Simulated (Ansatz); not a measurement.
Cd3Te3. The state is a triplet with charge 0. Geometry PBE-D4/def2-SVP, that of the neutral singlet; atoms count from 1.

Cartesian coordinates in Å:
```
Cd -0.5510 -1.4783 -1.0596
Cd -0.9092 1.2072 0.4598
Cd 0.9103 -0.1046 2.5760
Te -2.8997 -0.6194 -0.0636
Te 1.3542 1.8401 -1.0061
Te 2.0954 -0.8449 -0.9064
```

In the def2 sets Cd, Te take a core potential; there is no spin–orbit coupling. At PBE0-D4/def2-TZVP a singlet of charge 0 lies 1.82 eV below the triplet at the same geometry. The structure comes from a short search, and lower isomers may exist.

**Question.** Estimate the Mulliken populations from the PBE0/def2-TZVP orbitals of Ansatz.

**Answer.** 
```
atom  charge (e)  spin (α − β)  d electrons
 Cd1        0.46          0.01         9.99
 Cd2        0.39          0.16        10.00
 Cd3        0.09          0.02        10.00
 Te4       -0.46          0.01            –
 Te5       -0.16          1.04            –
 Te6       -0.31          0.77            –
```
Mulliken values depend strongly on the basis.

**Question.** Where does the spin sit?

**Answer.** Summed by element: Cd 0.18, Te 1.82, of 2 unpaired in all. Largest on single atoms: Te5 1.04, Te6 0.77, Cd2 0.16.

**Question.** And the Mayer bond orders between heavy atoms (over 0.3)?

**Answer.** Cd1–Te4 1.01 (2.69 Å); Cd1–Te6 0.83 (2.73 Å); Cd2–Cd3 0.37 (3.08 Å); Cd2–Te4 0.81 (2.75 Å); Cd2–Te5 0.78 (2.77 Å); Te5–Te6 1.05 (2.79 Å).
